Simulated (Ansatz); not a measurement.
Relaxation of CH5AlBFS (10 atoms, charge 0, multiplicity 1), to a largest force component of 0.02 eV/Å in at most 40 steps.

All numbers below come from UKS PBE/STO-3G (Ansatz 0.2.0).

```xyz
10
Properties=species:S:1:pos:R:3
B -0.766 2.121 -0.411
S 0.568 1.407 -1.448
Al 0.960 -0.149 0.128
C 0.082 -1.869 0.113
F 2.191 0.181 1.427
H -0.578 3.051 0.340
H -1.893 1.770 -0.538
H 0.374 -2.488 0.965
H -1.077 -1.666 0.238
H 0.222 -2.409 -0.811
```

Question: Where does it end, and by what steps?

Answer: The run converged. Limits of this set-up: minimal basis. After 27 steps the energy has fallen by 1.675 eV; H7 moved furthest, 1.51 Å.

```json
{"step": "0", "energy less start (eV)": "0.0000", "largest force component (eV/Å)": "3.217", "accepted": "yes"}
{"step": "1", "energy less start (eV)": "-0.6402", "largest force component (eV/Å)": "1.633", "accepted": "yes"}
{"step": "2", "energy less start (eV)": "-0.6784", "largest force component (eV/Å)": "1.138", "accepted": "yes"}
{"step": "3", "energy less start (eV)": "-0.7973", "largest force component (eV/Å)": "0.310", "accepted": "yes"}
{"step": "4", "energy less start (eV)": "-0.9510", "largest force component (eV/Å)": "0.581", "accepted": "yes"}
{"step": "5", "energy less start (eV)": "-0.9159", "largest force component (eV/Å)": "2.936", "accepted": "no"}
{"step": "6", "energy less start (eV)": "-1.0266", "largest force component (eV/Å)": "0.475", "accepted": "yes"}
{"step": "7", "energy less start (eV)": "-1.1229", "largest force component (eV/Å)": "0.418", "accepted": "yes"}
{"step": "8", "energy less start (eV)": "-1.2549", "largest force component (eV/Å)": "0.440", "accepted": "yes"}
{"step": "9", "energy less start (eV)": "-1.4101", "largest force component (eV/Å)": "0.347", "accepted": "yes"}
{"step": "10", "energy less start (eV)": "-1.5264", "largest force component (eV/Å)": "0.343", "accepted": "yes"}
{"step": "11", "energy less start (eV)": "-1.5851", "largest force component (eV/Å)": "0.748", "accepted": "yes"}
{"step": "12", "energy less start (eV)": "-1.6493", "largest force component (eV/Å)": "0.330", "accepted": "yes"}
{"step": "13", "energy less start (eV)": "-1.6632", "largest force component (eV/Å)": "0.173", "accepted": "yes"}
{"step": "14", "energy less start (eV)": "-1.6629", "largest force component (eV/Å)": "0.208", "accepted": "no"}
{"step": "15", "energy less start (eV)": "-1.6667", "largest force component (eV/Å)": "0.130", "accepted": "yes"}
{"step": "16", "energy less start (eV)": "-1.6702", "largest force component (eV/Å)": "0.164", "accepted": "yes"}
{"step": "17", "energy less start (eV)": "-1.6723", "largest force component (eV/Å)": "0.084", "accepted": "yes"}
{"step": "18", "energy less start (eV)": "-1.6723", "largest force component (eV/Å)": "0.077", "accepted": "yes"}
{"step": "19", "energy less start (eV)": "-1.6726", "largest force component (eV/Å)": "0.063", "accepted": "yes"}
{"step": "20", "energy less start (eV)": "-1.6734", "largest force component (eV/Å)": "0.028", "accepted": "yes"}
{"step": "21", "energy less start (eV)": "-1.6737", "largest force component (eV/Å)": "0.064", "accepted": "yes"}
{"step": "22", "energy less start (eV)": "-1.6739", "largest force component (eV/Å)": "0.038", "accepted": "yes"}
{"step": "23", "energy less start (eV)": "-1.6745", "largest force component (eV/Å)": "0.027", "accepted": "yes"}
{"step": "24", "energy less start (eV)": "-1.6746", "largest force component (eV/Å)": "0.026", "accepted": "yes"}
{"step": "25", "energy less start (eV)": "-1.6747", "largest force component (eV/Å)": "0.044", "accepted": "yes"}
{"step": "26", "energy less start (eV)": "-1.6736", "largest force component (eV/Å)": "0.110", "accepted": "no"}
{"step": "27", "energy less start (eV)": "-1.6749", "largest force component (eV/Å)": "0.013", "accepted": "yes"}
```

```xyz
10
Properties=species:S:1:pos:R:3
B -0.643 2.124 -0.301
S 0.681 1.479 -1.221
Al 0.935 -0.156 0.179
C -0.017 -1.809 0.011
F 2.013 0.079 1.388
H -1.184 3.104 -0.659
H -1.035 1.614 0.692
H 0.167 -2.482 0.866
H -1.107 -1.647 -0.050
H 0.273 -2.356 -0.903
```

The run took 5.3 min on 1 thread of Intel(R) Xeon(R) Processor @ 2.50GHz (Skylake/Cascade Lake), with other jobs on the host, peak memory 0.2 GiB.
